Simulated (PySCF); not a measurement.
Species: C5H4FN2 (doublet state).
Structure used (GFN2-xTB), in Å, numbered top down from 1:
```
atom  x, y, z in Å
N1     3.198   -0.694   -0.853
C2     2.107   -0.413   -0.600
C3     0.803   -0.093   -0.287
C4     0.033    0.990   -0.721
F5     0.445    1.951   -1.552
C6    -1.226    0.936   -0.168
N7    -1.335   -0.197    0.583
C8    -0.072   -0.896    0.638
H9    -2.043    1.617   -0.300
H10   -2.052   -0.336    1.272
H11    0.333   -0.929    1.661
H12   -0.189   -1.936    0.302
```

The species is `N#CC1=C(F)[CH]NC1` [radical].

Theory: UKS B3LYP, pcH-1 on C F H N, non-relativistic, mean-field spin-orbit, GIAO in PySCF 2.14.0. Isolated species at its GFN2-xTB geometry, gas phase. Couplings are sensitive to structure, and on GFN2-xTB geometries they can be far from those on DFT ones. The SCF solution wasn't tested for stability.

Problem. Match the computed a_iso(14N) values +12.4, +4.8 MHz with the sites N1; N7.

Solution. 
| site | a_iso (MHz) | ρ(0) (bohr⁻³) | position | distance from C3 (Å) | spin population | largest \|T\| (MHz) |
| --- | --- | --- | --- | --- | --- | --- |
| N1 | +4.8 | +0.0147 | 2 bonds from C3 | 2.53 | +0.19 | 16.7 |
| N7 | +12.4 | +0.0385 | 1 bond from C6 | 2.31 | +0.19 | 23.2 |

Problem. Match the computed a_iso(1H) values +119.2, -28.6, -9.1 MHz (means over equivalent nuclei) with the sites H9; H10; H11/H12.

Solution. 
| site | a_iso (MHz) | ρ(0) (bohr⁻³) | position | distance from C3 (Å) | bound to | spin population there | largest \|T\| (MHz) |
| --- | --- | --- | --- | --- | --- | --- | --- |
| H9 | -28.6 | -0.0064 | 1 bond from C6 | 3.32 | C6 | +0.39 | 17.7 |
| H10 | -9.1 | -0.0020 | 2 bonds from C6, on N7 of spin population +0.19 | 3.26 | N7 | +0.19 | 18.7 |
| H11/H12 | +119.2 | +0.0267 | 2 bonds from C3 | 2.17 | C8 | -0.06 | 3.8 |

ρ(0) is the spin density at the nucleus and T the dipolar tensor; entries for several nuclei are means. Largest spin populations (Mulliken): C3 (+0.41), C6 (+0.39), N1 (+0.19) and N7 (+0.19). Four atoms exceed +0.15. Main spin sites, with 60 % or more of the largest population: C3, C6; positions count bonds from the nearest.

β density exceeds α density at some nuclei, such as C4 (-0.0299), C2 (-0.0288) and C8 (-0.0254), spin density in bohr⁻³. In a single determinant that takes different orbitals for the two spins, that is spin polarisation.

Nuclei that the bonding pattern makes equivalent are averaged, as if the motion that swaps them (rotation, inversion, ring flip) were fast.

C6, the radical centre as drawn in `N#CC1=C(F)[CH]NC1`, holds a spin population of +0.39 out of 1.

On one thread, Arm Neoverse V2 (aarch64), on a shared host, this took 45 s wall (grids of density and orbitals included) and 0.88 GiB of memory at its peak.
